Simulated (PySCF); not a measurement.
Isomers of C8H16NP, from PBE0-D3(BJ)/def2-SVP geometry optimisation, gas phase (PySCF). One conformer each, no zero-point energy, no frequencies.

**Question.** Which is lowest in electronic energy at this level?
A. `[CH3:1][C:2]([CH3:3])([CH3:4])[NH:5][P:6]1[CH:7]=[CH:8][CH2:9][CH2:10]1` with C2–N5–P6–C7 -119°, N5–P6–C7–C8 -92°, C7–C8–C9–C10 -12°, C8–C9–C10–P6 19°, N5–P6–C10–C9 85°: A = 2260, B = 666.0, C = 640.4 MHz, dipole 1.59 D
B. `[CH2:1]=[CH:2][P:3]([CH:4]1[CH2:5][CH2:6]1)[N:7]([CH3:8])[CH2:9][CH3:10]` with C1–C2–P3–C4 -121°, C2–P3–C4–C5 156°, C2–P3–N7–C8 161°, P3–N7–C9–C10 155°: A = 1519, B = 835.4, C = 585.5 MHz, dipole 0.75 D
C. `[CH3:1][C:2]#[C:3][P:4]([CH3:5])[N:6]([CH2:7][CH3:8])[CH2:9][CH3:10]` with C3–P4–N6–C7 -155°, P4–N6–C7–C8 -60°, P4–N6–C9–C10 -134°: A = 1538, B = 713.4, C = 536.8 MHz, dipole 1.03 D
D. `[CH2:1]=[CH:2][P:3]([CH:4]=[CH2:5])[NH:6][C:7]([CH3:8])([CH3:9])[CH3:10]` with C1–C2–P3–C4 114°, C2–P3–C4–C5 128°, C2–P3–N6–C7 131°: A = 1467, B = 804.4, C = 611.6 MHz, dipole 1.18 D

**Answer.** A. That is `P1(CCC=C1)NC(C)(C)C`, 28.5 kcal/mol below the next.

```tsv
SMILES	mapped SMILES	E (Eh)	relative (kcal/mol)	relative (kJ/mol)	dipole (D)
CC(C)(C)NP1C=CCC1	[CH3:1][C:2]([CH3:3])([CH3:4])[NH:5][P:6]1[CH:7]=[CH:8][CH2:9][CH2:10]1	-709.66412	0.0	0.0	1.59
C=CP(C=C)NC(C)(C)C	[CH2:1]=[CH:2][P:3]([CH:4]=[CH2:5])[NH:6][C:7]([CH3:8])([CH3:9])[CH3:10]	-709.61873	28.5	119.2	1.18
C=CP(C1CC1)N(C)CC	[CH2:1]=[CH:2][P:3]([CH:4]1[CH2:5][CH2:6]1)[N:7]([CH3:8])[CH2:9][CH3:10]	-709.59959	40.5	169.4	0.75
CC#CP(C)N(CC)CC	[CH3:1][C:2]#[C:3][P:4]([CH3:5])[N:6]([CH2:7][CH3:8])[CH2:9][CH3:10]	-709.59440	43.7	183.0	1.03
```

As drawn, the lowest has an N–H bond and a C=C bond outside aromatic rings, which the highest lacks; the highest has a C≡C bond, which the lowest lacks.
